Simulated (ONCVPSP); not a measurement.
# LDA (Perdew-Zunger) ONCV dataset for iron (Fe), scalar-relativistic all-electron reference.

The input file (ONCVPSP 4.0.1):

```
# ATOM AND REFERENCE CONFIGURATION
# atsym  z   nc   nv     iexc    psfile
  Fe 26.00    5    2        3      upf
#
#   n    l    f
    1    0    2.00
    2    0    2.00
    2    1    6.00
    3    0    2.00
    3    1    6.00
    3    2    6.00
    4    0    2.00
#
# PSEUDOPOTENTIAL AND OPTIMIZATION
# lmax
    3
#
#   l,   rc,      ep,       ncon, nbas, qcut
    0    2.25    0.00    3    7    3.00
    1    1.85    0.04    4    7    4.60
    2    1.75    0.00    3    7    9.70
    3    2.05    0.13    5   10    5.70
#
# LOCAL POTENTIAL
# lloc, lpopt,  rc(5),   dvloc0
    4    5    1.60    6.00
#
# VANDERBILT-KLEINMAN-BYLANDER PROJECTORs
# l, nproj, debl
    0    1    0.70
    1    3    1.90
    2    2    3.60
    3    1    1.10
#
# MODEL CORE CHARGE
# icmod, fcfact, rcfact
    3    4.50    1.25
#
# LOG DERIVATIVE ANALYSIS
# epsh1, epsh2, depsh
   -2.00    5.00    0.02
#
# OUTPUT GRID
# rlmax, drl
    6.00    0.01
#
# TEST CONFIGURATIONS
# ncnf
    4
# nvcnf
#   n    l    f
    2
    3    2    6.00
    4    0    1.00
#
    2
    3    2    6.00
    4    0    0.00
#
    2
    3    2    5.00
    4    0    0.00
#
    2
    3    2    7.00
    4    0    1.00
#
```

Command:

```bash
oncvpsp.x < Fe.dat > Fe.out
```

The program printed (shortened: citation, most of the input echo, consistency checks and plot data are left out):

```
ONCVPSP  (Optimized Norm-Conservinng Vanderbilt PSeudopotential)
scalar-relativistic version 4.0.1

#   n    l    f        energy (Ha)
    1    0    2.00    -2.5663121E+02
    2    0    2.00    -3.0057380E+01
    2    1    6.00    -2.5651137E+01
    3    0    2.00    -3.4364811E+00
    3    1    6.00    -2.2022613E+00
    3    2    6.00    -2.8482437E-01
    4    0    2.00    -2.0171030E-01

Reference configufation results
  iterations    28
  all-electron total energy (Ha)   -1.27018536D+03

Begin loop to  construct optimized pseudo wave functions
and semi-local pseudopoentials for all angular momenta

Calculating optimized projector #   1

 for l=   0

    Fraction of norm inside rc  0.292664
    Optimizing pswf for qcut=   2.99 a_B^-1,  ecut=   4.48 Ha
    Residual kinetic energy error=  4.36D-04 Ha

    Energy error per electron        Cutoff
         Ha          eV             Ha
         0.01000     0.27211        2.33
         0.00100     0.02721        3.93
         0.00010     0.00272       13.10
         0.00001     0.00027       29.17

   Wellstate for l =  1  n =  4
     eigenvalue =   0.0400
     asymptotic potential =   0.5400
     half-point radius =  4.9527

   Wellstate for l =  1  n =  5
     eigenvalue =   1.9400
     asymptotic potential =   2.4400
     half-point radius =  3.1048

   Wellstate for l =  1  n =  6
     eigenvalue =   3.8400
     asymptotic potential =   4.3400
     half-point radius =  3.2785

Calculating optimized projector #   1

 for l=   1

    Fraction of norm inside rc  0.101944
    Optimizing pswf for qcut=   4.59 a_B^-1,  ecut=  10.55 Ha
    Residual kinetic energy error=  2.62D-03 Ha

    Energy error per electron        Cutoff
         Ha          eV             Ha
         0.01000     0.27211        1.98
         0.00100     0.02721       22.56
         0.00010     0.00272       41.73
         0.00001     0.00027       58.53

Calculating optimized projector #   2

 for l=   1

    Fraction of norm inside rc  0.234152
    Optimizing pswf for qcut=   4.59 a_B^-1,  ecut=  10.55 Ha
    Residual kinetic energy error=  3.52D-02 Ha

    Energy error per electron        Cutoff
         Ha          eV             Ha
         0.01000     0.27211       16.56
         0.00100     0.02721       53.48
         0.00010     0.00272       63.13
         0.00001     0.00027       88.69

Calculating optimized projector #   3

 for l=   1

    Fraction of norm inside rc  0.135219
    Optimizing pswf for qcut=   4.59 a_B^-1,  ecut=  10.55 Ha
    Residual kinetic energy error=  1.35D-01 Ha

    Energy error per electron        Cutoff
         Ha          eV             Ha
         0.01000     0.27211       17.67
         0.00100     0.02721       68.10
         0.00010     0.00272       81.15
         0.00001     0.00027      108.19

   Wellstate for l =  2  n =  6
     eigenvalue =   3.3152
     asymptotic potential =   3.8152
     half-point radius =  3.7888

Calculating optimized projector #   1

 for l=   2

    Fraction of norm inside rc  0.848024
    Optimizing pswf for qcut=   9.71 a_B^-1,  ecut=  47.11 Ha
    Residual kinetic energy error=  4.53D-07 Ha

    Energy error per electron        Cutoff
         Ha          eV             Ha
         0.01000     0.27211       29.00
         0.00100     0.02721       34.52
         0.00010     0.00272       38.88
         0.00001     0.00027       42.42

Calculating optimized projector #   2

 for l=   2

    Fraction of norm inside rc  0.144495
    Optimizing pswf for qcut=   9.71 a_B^-1,  ecut=  47.11 Ha
    Residual kinetic energy error=  4.17D-06 Ha

    Energy error per electron        Cutoff
         Ha          eV             Ha
         0.01000     0.27211       31.14
         0.00100     0.02721       37.06
         0.00010     0.00272       41.71
         0.00001     0.00027       45.90

   Wellstate for l =  3  n =  4
     eigenvalue =   0.1300
     asymptotic potential =   0.6300
     half-point radius = 20.2289

Calculating optimized projector #   1

 for l=   3

    Fraction of norm inside rc  0.000121
    Optimizing pswf for qcut=   5.70 a_B^-1,  ecut=  16.22 Ha
    Residual kinetic energy error=  1.60D-08 Ha

    Energy error per electron        Cutoff
         Ha          eV             Ha
         0.01000     0.27211        0.26
         0.00100     0.02721        0.52
         0.00010     0.00272        1.22
         0.00001     0.00027        3.59

Construct Vanderbilt / Kleinmman-Bylander projectors

B matrix Hermiticity error, ll=   1
   1   2    8.5380E-05
   1   3   -1.5338E-04
   2   3    1.4382E-04

  Orthonormal projector coefficients -1.7193E+01 -8.5127E+00  1.6154E+00

B matrix Hermiticity error, ll=   2
   1   2    2.0737E-04

  Orthonormal projector coefficients -1.3344E+01 -4.8495E+00

Model core correction analysis
  based on d2Exc/dn_idn_j

d2excae - all-electron derivatives

   -2.487602D-02   -7.433306D-03
   -7.431674D-03   -2.859642D-02

d2excps - pseudofunction derivatives with no core correction

   -4.811556D-02   -9.062196D-03
   -9.060633D-03   -2.955022D-02

rms 2nd derivative error    1.168645E-02

rmatch, rhocmatch    1.1735    3.1999

Teter function model core charge with specified parameters

d2excps - pseudofunction derivatives with core correction

   -3.577969D-02   -8.249501D-03
   -8.247836D-03   -2.928082D-02

rms 2nd derivative error    5.492965E-03

Pseudoatom total energy  -20.422661

Diagnostic tests using Vanderbilt-Kleinman-Bylander pseudopotentials
  1 or more projectors used as specified by nproj input data

   l    rcore       rmatch      e in        delta e   norm test  slope test

   0   2.2524598   2.3208493  -0.2017103   0.0000182   1.0000318   0.9985171

   1   1.8600373   1.9165121   0.0400000   0.0000047   1.0001168   1.0001168
run_diag: lschvkbbe ERROR   2   2   1  60  1.94000002E+00  1.69600001E+00
   1   1.8600373   1.9165121   1.9400000  -0.2440000   1.0435349   1.4824007
run_diag: lschvkbbe ERROR   3   3   1  60  3.84000002E+00  3.40600001E+00
   1   1.8600373   1.9165121   3.8400000  -0.4340000  65.8421784   1.0535814

   2   1.7520313   1.8052267  -0.2848244  -0.0000031   1.0000794   1.0000847
   2   1.7520313   1.8052267   3.3151756  -0.0000388   1.0000695   1.0000695

   3   2.0591469   2.1216671   0.1300000   0.0000080   1.0000010   1.0000010

 Testing for bound ghosts
   n   l    E NL Schr. Eq   E Basis Diag.   E Cutoff

   1   0       -0.201692       -0.195784     24.57

       1                       -2.215027     86.43  WARNING - GHOST(-)
   2   1       -0.052749        0.018596     86.43

   3   2       -0.284827       -0.283970     84.24

 Testing for highly-localized positive-energy ghosts
       l    <radius>/rc     E Basis Diag.   E Cutoff

Test configuration 0

   n   l     f        eae           eps        diff
   1   0  2.0000 -256.63121303
   2   0  2.0000  -30.05737953
   2   1  6.0000  -25.65113689
   3   0  2.0000   -3.43648110
   3   1  6.0000   -2.20226127
   3   2  6.0000   -0.28482437   -0.28482743   -3.06D-06
   4   0  2.0000   -0.20171030   -0.20169209    1.82D-05

    Total energies and differences
      AE_ref= -1.27018536D+03  AE_tst= -1.27018536D+03  dif=  0.00D+00
      PS_ref= -2.04226606D+01  PS_tst= -2.04226606D+01  dif= -3.49D-11
      PSP excitation error=  3.49D-11

Test configuration 1

   n   l     f        eae           eps        diff
   1   0  2.0000 -256.94970593
   2   0  2.0000  -30.36898859
   2   1  6.0000  -25.96334547
   3   0  2.0000   -3.75271627
   3   1  6.0000   -2.51883960
   3   2  6.0000   -0.59796951   -0.59671717    1.25D-03
   4   0  1.0000   -0.46429260   -0.46401290    2.80D-04

    Total energies and differences
      AE_ref= -1.27018536D+03  AE_tst= -1.26985532D+03  dif=  3.30D-01
      PS_ref= -2.04226606D+01  PS_tst= -2.00927129D+01  dif=  3.30D-01
      PSP excitation error=  9.74D-05

Test configuration 2

   n   l     f        eae           eps        diff
   1   0  2.0000 -257.31997791
   2   0  2.0000  -30.72862613
   2   1  6.0000  -26.32390461
   3   0  2.0000   -4.11774178
   3   1  6.0000   -2.88399541
   3   2  6.0000   -0.95667083   -0.95399001    2.68D-03

    Total energies and differences
      AE_ref= -1.27018536D+03  AE_tst= -1.26924924D+03  dif=  9.36D-01
      PS_ref= -2.04226606D+01  PS_tst= -1.94871339D+01  dif=  9.36D-01
      PSP excitation error=  5.96D-04

Test configuration 3

   n   l     f        eae           eps        diff
   1   0  2.0000 -258.03203145
   2   0  2.0000  -31.46354661
   2   1  6.0000  -27.05663594
   3   0  2.0000   -4.80348287
   3   1  6.0000   -3.56091533
   3   2  5.0000   -1.59903367   -1.60104777   -2.01D-03

    Total energies and differences
      AE_ref= -1.27018536D+03  AE_tst= -1.26798033D+03  dif=  2.21D+00
      PS_ref= -2.04226606D+01  PS_tst= -1.82186610D+01  dif=  2.20D+00
      PSP excitation error=  1.03D-03

Test configuration 4

   n   l     f        eae           eps        diff
   1   0  2.0000 -256.46721527
   2   0  2.0000  -29.87194434
   2   1  6.0000  -25.46786245
   3   0  2.0000   -3.27060221
   3   1  6.0000   -2.04120196
   3   2  7.0000   -0.14932606   -0.14761707    1.71D-03
   4   0  1.0000   -0.16449202   -0.16557230   -1.08D-03

    Total energies and differences
      AE_ref= -1.27018536D+03  AE_tst= -1.27021584D+03  dif= -3.05D-02
      PS_ref= -2.04226606D+01  PS_tst= -2.04514916D+01  dif= -2.88D-02
      PSP excitation error= -1.65D-03
```

Note: ghosts flagged at negative energy: p at -60.3 eV; no localised positive-energy state flagged. A true bound ghost makes a file unfit for plane-wave use.

The run took about 3.1 s on one core of a shared server CPU.
